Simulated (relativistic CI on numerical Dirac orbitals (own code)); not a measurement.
# One change at a time: Nb XIV

Base calculation: Dirac-Coulomb-Breit CI, orbitals from a KLI potential per configuration, model QED, unscaled Slater integrals.

CI space (outside the closed core [Ne]): 3s2 3p6 3d10, 3s2 3p6 3d9 4s, 3s2 3p6 3d9 4p, 3s2 3p6 3d9 4d, 3s2 3p6 3d8 4s2, 3s2 3p6 3d8 4s 4p, 3s2 3p6 3d9 4f, 3s2 3p6 3d9 5s, 3s2 3p6 3d8 4p2, 3s2 3p6 3d9 5p, 3s2 3p5 3d10 4s, 3s2 3p6 3d8 4s 4d, 3s2 3p6 3d9 5d, 3s2 3p6 3d8 4p 4d, 3s2 3p5 3d10 4p, 3s2 3p6 3d9 5f, 3s2 3p6 3d9 5g, 3s2 3p6 3d9 6s, 3s2 3p6 3d9 6p, 3s2 3p5 3d9 4s2, 3s2 3p6 3d8 4d2, 3s2 3p6 3d9 6d, 3s2 3p5 3d9 4s 4p, 3s2 3p5 3d10 4d, 3s 3p6 3d10 4s, 3s2 3p5 3d9 4p2, 3s2 3p5 3d9 4s 4d, 3s 3p6 3d10 4p, 3s2 3p5 3d10 4f, 3s 3p6 3d9 4s2, 3s2 3p5 3d10 5s, 3s2 3p5 3d9 4p 4d, 3s 3p6 3d9 4s 4p, 3s2 3p5 3d10 5p, 3s2 3p5 3d10 5d, 3s2 3p4 3d10 4s2. Levels of other configurations are missing.

Variants: (1) valence Slater integrals scaled by 0.9; (2) QED terms removed; (3) Breit term removed. Shifts of the energy above 3s2 3p6 3d10 1S_0, in cm⁻¹, for the lowest level and the first level of each name with at least 55 % of one term (blank where a level changes its place among those of its configuration and J or its character, or is not in the variant):

```csv
Level,Base,Δ(1),Δ(2),Δ(3)
3s2 3p6 3d10 1S_0,0,0,0,0
3s2 3p6 3d9 4s 3D_3,1502433,-703,-847,-311
3s2 3p6 3d9 4s 3D_2,1507206,-1134,-852,-306
3s2 3p6 3d9 4s 3D_1,1525604,-733,-923,+610
3s2 3p6 3d9 4s 1D_2,1530383,-1372,-922,+601
3s2 3p6 3d9 4p 3P°_2,1723810,+354,-125,-781
3s2 3p6 3d9 4p 3F°_3,1731414,-876,-117,-753
3s2 3p6 3d9 4p 3P°_1,1750002,+335,-196,+5
3s2 3p6 3d9 4p 3F°_2,1750454,-492,-189,+105
3s2 3p6 3d9 4p 3F°_4,1754886,-440,-175,-261
3s2 3p6 3d9 4p 1D°_2,1765749,-1899,-172,-331
3s2 3p6 3d9 4p 3P°_0,1767258,+792,-252,+554
3s2 3p6 3d9 4p 3D°_3,1769739,-2000,-176,-331
3s2 3p6 3d9 4p 1P°_1,1770190,-2291,-187,-110
```

At this charge energies of transitions that change n are usually good to better than 1 %, and those within a shell (Δn = 0) to a few per cent.

Ionisation energy from the two ground configurations alone: base 482.101 eV. The NIST ASD value (semi-empirical) is 482.5 eV.

LS names give the leading component of a level, which can be under half, so a name can repeat, a term be missing and a line seem to break the LS rules.
